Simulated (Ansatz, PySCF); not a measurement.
CH7AlOSi. Atoms are numbered in the order given.

```xyz
11

Al    -0.4112     0.0939    -0.3349
C     -1.7072    -1.3077    -0.7099
H     -2.4898    -0.9586    -1.4032
H     -2.2035    -1.6622     0.2105
H     -1.2279    -2.1946    -1.1603
O     -0.6709     1.5896    -1.1261
H     -0.1270     2.3784    -1.0507
Si     1.5115    -0.2003     1.1753
H      2.3570     1.0316     1.3089
H      2.4155    -1.3021     0.7043
H      1.0702    -0.5805     2.5586
```

Geometry: r2SCAN-D4/def2-SVP. One conformer was computed; it need not be the lowest.

Vertical ionisation energy (IE) and electron affinity (EA) in eV. Rows of orbital energies are one-electron estimates. Where ΔSCF, EOM or ADC give a negative EA the extra electron is unbound and the value depends on the basis.

```csv
level,IE,EA
"−ε(HOMO), −ε(LUMO), ωB97X/def2-TZVP (PySCF)",9.58,-0.83
"−ε(HOMO), −ε(LUMO), PBE/def2-TZVP (PySCF)",6.18,1.83
"ΔSCF, CAM-B3LYP/def2-SVPD (Ansatz), final states of multiplicity 2 and 2",9.44,-0.57
"ΔSCF, PBE/def2-SVPD (Ansatz), final states of multiplicity 2 and 2",(withheld),(withheld)
```

Question: What belongs in the gaps? (Estimate from the structure and the level; the computed values follow.)

Answer: 
- ΔSCF, PBE/def2-SVPD (Ansatz, a quantum-chemistry and plane-wave program), final states of multiplicity 2 and 2, IE: 9.01
- ΔSCF, PBE/def2-SVPD (Ansatz), final states of multiplicity 2 and 2, EA: -0.40

Question: What vertical singlet–triplet gap does ΔSCF give with CAM-B3LYP/def2-SVPD (Ansatz) and with PBE/def2-SVPD (Ansatz)? (The exact figures need the calculation; the answer reports its results.)

Answer: 4.52 and 4.02 eV (triplet above singlet where positive).
